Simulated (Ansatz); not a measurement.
Basis-set extrapolation for C2H5AlO, SMILES `C=[C](O)[AlH2]` (PBE0-D4/def2-TZVP geometry, frozen core, the Gaussian-basis code of Ansatz). Multiplicity 1, RHF reference.

```tsv
	def2-TZVPP	def2-QZVPP
HF	-395.454017	-395.468454
MP2 correlation	-0.642030	-0.688295
CCSD(T) correlation	-0.702369	not run
```

Energies in hartree. Use E(X) = E(∞) + A·exp(−7.88·√X) for Hartree–Fock and E(X) = E(∞) + B·X^(−2.97) for correlation, with X = 3 and 4, and add CCSD(T) minus MP2 of the smaller set to the MP2 limit.

**Question.** What is the CCSD(T) energy at the basis-set limit?

**Answer.** HF limit: -395.468454 + (-0.014437) × 0.13774 = -395.47044. MP2 limit: -0.688295 + (-0.046265) × 0.74074 = -0.72257. Higher-order term: -0.702369 − (-0.642030) = -0.06034. Total: -396.25335 hartree, 254.6 kJ/mol below CCSD(T)/def2-TZVPP.
